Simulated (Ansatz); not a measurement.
CH$_{3}$Cl$_{3}$Ge (`Cl[CH2][GeH]([Cl])[Cl]`), relaxed with RKS PBE0-D4/def2-TZVP in Ansatz from a PBE-D4/def2-SVP geometry. The force threshold is 0.005 eV/Å; the program also tests the step.

Total charge 0; spin multiplicity 1.

Start:

```xyz
8

Cl    0.003    2.272    0.234
C    -0.218    0.612    0.858
Ge    0.127   -0.742   -0.534
Cl    2.151   -0.478   -1.258
Cl   -1.250   -0.405   -2.172
H    -1.259    0.499    1.221
H     0.481    0.447    1.702
H    -0.035   -2.206   -0.051
```

Task: How much energy does the relaxation release, and in how many steps? (Estimate.)

Result: Ansatz gave: 0.04 eV, in 5 steps, 1 of them rejected.

Task: Which bonds change most? (An estimate is asked.)

Result: The calculation gave: Ge3–Cl5 from 2.166 to 2.137 Å; Ge3–Cl4 from 2.166 to 2.137 Å; Cl1–C2 from 1.787 to 1.767 Å; C2–H7 from 1.108 to 1.090 Å.

Task: Give the relaxed structure. (Estimate.)

Result: Computed: 
```xyz
8

Cl   -0.007    2.250    0.242
C    -0.216    0.605    0.852
Ge    0.126   -0.734   -0.532
Cl    2.123   -0.483   -1.250
Cl   -1.226   -0.404   -2.153
H    -1.239    0.495    1.213
H     0.475    0.451    1.681
H    -0.037   -2.181   -0.053
```
